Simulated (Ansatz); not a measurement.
Input for Ansatz (an electronic-structure program): U-CCSD(T)/def2-QZVPP on NaCl+, 2S+1 = 2, a spin state set in the input, which need not be the lowest, a point of a bond scan (R = 2.816 Å). Charge +1. Files ending in .json are basis or fitting sets from the Basis Set Exchange.

Ansatz 0.2 input:
```yaml
crystal:
  periodic: [false, false, false]
  atoms:
    - {symbol: Na, position_ang: [0.00000000, 0.00000000, 0.00000000]}
    - {symbol: Cl, position_ang: [0.00000000, 0.00000000, 2.81647700]}
basis:
  gaussian:
    orbitals: def2-QZVPP.json
    pivot_positions_ang: [[0.00000000, 0.00000000, 0.00000000], [0.00000000, 0.00000000, 2.81647700]]
total_charge: 1
magnetization: {spin_polarized: true, initial_magnetization: 1}
correlation: {method: ccsd_t, electrons: valence}
output: {orbitals: {seedname: ./end}}
```

Output:

```
WARN ansatz: RAYON_NUM_THREADS=1 ignored (pool sized by the plan → 1); use --threads N
Functional definition: HF
integrals: 0.36 GiB planned
824 factors; integrals over basis functions are off by at most 5.6e-4 eV
mean field: 0.33 GiB planned
mean field evaluation 1: about -16902.1380 eV, gradient 1.5e1 eV
mean field evaluation 2: about -16902.1381 eV, gradient 1.5e1 eV
mean field evaluation 4: about -16903.0726 eV, gradient 1.0e0 eV
mean field evaluation 8: about -16903.0811 eV, gradient 6.5e-5 eV
mean field evaluation 16: about -16903.0808 eV, gradient 5.5e-2 eV
mean field evaluation 32: about -16902.7030 eV, gradient 9.0e-1 eV
mean field evaluation 64: about -16903.0400 eV, gradient 2.0e0 eV
mean field evaluation 96: about -16902.6727 eV, gradient 6.1e-2 eV
mean field -16903.08107721 eV, -621.1767722678 hartree, gradient 1.5e-6 eV, S^2 0.760663; 9 other end points of the search recorded, 0 dependent functions left out
determinant -16903.08107721 eV, -621.1767722678 hartree, with singles and doubles -16913.66385163 eV, -621.5656820542 hartree
determinant -16902.67280369 eV, -621.1617684925 hartree, with singles and doubles -16913.27171853 eV, -621.5512714285 hartree
determinant -16903.08107721 eV, -621.1767722678 hartree, with singles and doubles -16913.66220824 eV, -621.5656216608 hartree
determinant -16902.67280369 eV, -621.1617684925 hartree, with singles and doubles -16913.27084082 eV, -621.5512391735 hartree
6 core orbitals not correlated
reference -16903.08107721 eV, -621.1767722678 hartree; 8, 7 occupied and 114, 115 virtual orbitals, 824 factors
second order -9.77704849 eV of doubles, -0.00000000 eV of singles
coupled cluster: 0.95 GiB planned
cycle   1  -10.58113035 eV  change    6.8e-7 eV  update   2.1e-6
perturbative correction -0.27036800 eV, -0.0099358407 hartree
Total energy: -16913.93257556 eV, -621.5755574767 hartree
```

The calculation finished and met its thresholds.

Cost: very roughly 80 core-seconds.
